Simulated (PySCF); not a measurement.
C$_{3}$H$_{7}$ (SMILES [CH2]CC), doublet, geometry from GFN2-xTB. Base run: PySCF with HF/STO-3G.

Here is a job for PySCF.
```python
from pyscf import gto, scf

mol = gto.Mole()
mol.atom = '''
    C     1.274992    0.320263    0.118606
    C     0.099091   -0.448930   -0.322039
    C    -1.217253    0.123934    0.189649
    H     2.261869   -0.004125   -0.148030
    H     1.164059    1.216803    0.694388
    H     0.073189   -0.493377   -1.422404
    H     0.195780   -1.495648    0.003741
    H    -1.229333    0.132314    1.277163
    H    -2.057554   -0.472014   -0.159490
    H    -1.348993    1.144447   -0.162661
'''
mol.basis = 'sto-3g'
mol.charge = 0
mol.spin = 1
mol.verbose = 4
mol.build()

mf = scf.UHF(mol)
mf.kernel()
mo_i, mo_e, stable_i, stable_e = mf.stability(internal=True, external=True, return_status=True, nroots=6, tol=1e-6)
print('internally stable:', stable_i, ' externally stable:', stable_e)
if not stable_i:
    umf = mf.copy()
    umf.scf_summary = {}
    umf.kernel(umf.make_rdm1(mo_i, mf.mo_occ))
```

The bond that is stretched is that between atoms 10 and 3. A test that says stable can miss a lower solution.

The base run was repeated with changes; each row names its change, and settings that it needs were set with it.

```tsv
change	ΔE vs base (mEh)	<S^2>	E after following the instability (Eh)	<S^2> there	stability test says
base	0.000	0.765	-	-	stable
bond × 1.25	43.077	0.765	-	-	stable
bond × 1.5	122.3	0.766	-116.11948	0.96	internal instability
bond × 1.8	218.9	0.765	-116.07417	1.51	internal instability
bond × 2.2	322.5	0.765	-116.06010	1.72	internal instability
bond × 3.0	185.7	1.770	-	-	external instability
```

On stretching, the SCF can end on different states; <S^2> shows the spin contamination of each.
